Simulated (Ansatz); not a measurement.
Geometry optimisation, RKS B3LYP-D4/def2-SVP in Ansatz.

input.yaml

```yaml
crystal:
  periodic: [false, false, false]
  atoms:
    - { symbol: B, position_ang: [-1.7058, 0.0234, 0.1625] }
    - { symbol: Ga, position_ang: [0.2711, -0.0633, 0.8185] }
    - { symbol: O, position_ang: [1.6929, -0.0757, -0.6578] }
    - { symbol: H, position_ang: [-1.1929, -0.9729, -0.0791] }
    - { symbol: H, position_ang: [-1.2066, 1.0505, -0.2115] }
    - { symbol: H, position_ang: [0.9843, 0.0781, 1.395] }
    - { symbol: H, position_ang: [1.2183, -0.1081, -1.4732] }
basis:
  gaussian: { orbitals: def2-SVP }
hamiltonian:
  xc: b3lyp
  dispersion: d4
relax:
  f_tol: 0.02
  max_steps: 50
output:
  orbitals: {}
```

Launched with:

```bash
$ ansatz run input.yaml --threads 1 --pin off --max-ram 2048MiB --backend cpu --events-out ev --progress --plain --runs-dir out
```

Where does it end, and by what steps?

The forces met the threshold. After 12 steps the energy has fallen by 12.495 eV; H4 moved furthest, 0.85 Å. The start is strongly strained (largest force component 33 eV/Å).

```tsv
step	energy less start (eV)	largest force component (eV/Å)	accepted
0	0.0000	33.449	yes
1	-7.1994	9.700	yes
2	-9.5825	3.999	yes
3	-10.8393	2.322	yes
4	-11.8123	1.595	yes
5	-12.2353	1.600	yes
6	-12.4259	0.292	yes
7	-12.4127	0.782	no
8	-12.4481	0.265	yes
9	-12.4762	0.205	yes
10	-12.4815	1.036	yes
11	-12.4944	0.087	yes
12	-12.4951	0.010	yes
```

```xyz
7
Properties=species:S:1:pos:R:3
B -1.398 0.019 0.029
Ga 0.629 0.006 0.538
O 1.930 -0.083 -0.709
H -2.042 -1.001 -0.048
H -1.996 1.047 -0.185
H 1.296 0.069 1.960
H 1.641 -0.125 -1.629
```

Whether the end is a true minimum wasn't checked by a vibrational analysis.

The run took 38 s on 1 thread of Arm Neoverse V2, with other jobs on the host, peak memory 0.15 GiB.
